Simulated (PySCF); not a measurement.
PySCF 2.14 output of an unrestricted LDA calculation on a single atom or ion in def2-SVP with the def2 core potential (60 electrons) (6s3p2d1f, 32 functions), with scalar relativity through the core potential:

```
SCF conv_tol = 1e-09
number electrons alpha = 9  beta = 5
    P. A. M. Dirac.,  Math. Proc. Cambridge Philos. Soc. 26, 376 (1930)
    F. Bloch.,  Z. Phys. 57, 545 (1929)
    S. H. Vosko, L. Wilk, and M. Nusair.,  Can. J. Phys. 58, 1200 (1980)
cycle= 1 E= -89.4042650107983  delta_E= -0.00866  |g|= 0.0323  |ddm|= 0.437
cycle= 2 E= -89.4046326373685  delta_E= -0.000368  |g|= 0.0213  |ddm|= 0.0804
cycle= 3 E= -89.4048610948775  delta_E= -0.000228  |g|= 0.000473  |ddm|= 0.0282
cycle= 4 E= -89.4048612210095  delta_E= -1.26e-07  |g|= 3.27e-05  |ddm|= 0.00148
cycle= 5 E= -89.4048612215979  delta_E= -5.88e-10  |g|= 2.85e-06  |ddm|= 4.7e-05
converged SCF energy = -89.4048612215979  <S^2> = 6.0006724  2S+1 = 5.000269
```

The run itself started from symmetry-adapted Hartree-Fock orbitals and held the occupation by maximum overlap, on a logarithmic radial grid, so the iterations belong to that start.

Problem. Which element, charge and spin multiplicity is this?

Solution. Os(2+) (osmium, charge +2), multiplicity 5; the state was [Xe] 4f14 5d6, high-spin 5D determinant.

Energies and moments cover only the electrons outside the core potential. Spin-orbit coupling, absent here, splits the open shell strongly.
